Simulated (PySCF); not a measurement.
# How methods differ on the ionisation energy of Pd

Pd [Kr] 4d10 (1S) → Pd+ [Kr] 4d9 (2D), as a difference of total energies. All numbers are calculated (PySCF 2.14, the spin-free X2C one-electron Hamiltonian (Gaussian nucleus), in ANO-RCC-VTZP (7s6p4d2f1g, 68 functions)). Correlated levels: valence and next inner shell: [Ar] 3d10 frozen. The calculations carry no spin-orbit coupling.

```
                                method  ionisation energy (eV)  plus first-order spin-orbit estimate  error of that sum (eV)
                                   UHF                   6.289                                 6.102                  -2.235
    MP2 (valence and next inner shell)                   8.953                                 8.766                  +0.429
SCS-MP2 (valence and next inner shell)                   8.601                                 8.414                  +0.077
   CCSD (valence and next inner shell)                   8.152                                 7.965                  -0.372
CCSD(T) (valence and next inner shell)                   8.357                                 8.170                  -0.167
```

Reference: 8.337 eV (measured; NIST Atomic Spectra Database, ionization energies).

A first-order spin-orbit estimate (lowest level to lowest level, LS coupling) adds -0.187 eV.

Errors of the correlated levels include the incompleteness of this basis and the frozen core.
